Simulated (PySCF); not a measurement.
**Al⁺: excitation energy**

Al⁺ [Ne] 3s2 (1S) → Al⁺ [Ne] 3s1 3p1, s spin flipped, as a difference of total energies. All numbers are calculated (PySCF 2.14, scalar relativity by spin-free X2C-1e, in x2c-TZVPPall (5s5p3d1f, 42 functions)). Correlated levels: valence: [Ne] frozen; valence and next inner shell: 1s2 frozen. The calculations carry no spin-orbit coupling.

```csv
method,excitation energy (eV)
UHF,5.613
LDA,5.630
PBE,5.435
PBE0,5.520
r2SCAN,5.243
PBEsol,5.435
B2PLYP,5.652
PW91,5.444
BLYP,5.508
MP2 (valence),5.702
SCS-MP2 (valence),5.719
MP2 (valence and next inner shell),5.801
SCS-MP2 (valence and next inner shell),5.798
```

Problem. How much does correlation contribute at MP2 (valence and next inner shell)?

Solution. 5.801 − (5.613) = 0.188 eV, measured against UHF.

The upper determinant mixes two multiplicities, so it lies between the two terms.

The basis was made for the ground configuration and has no added diffuse functions, so the excitation energy can come out too high.
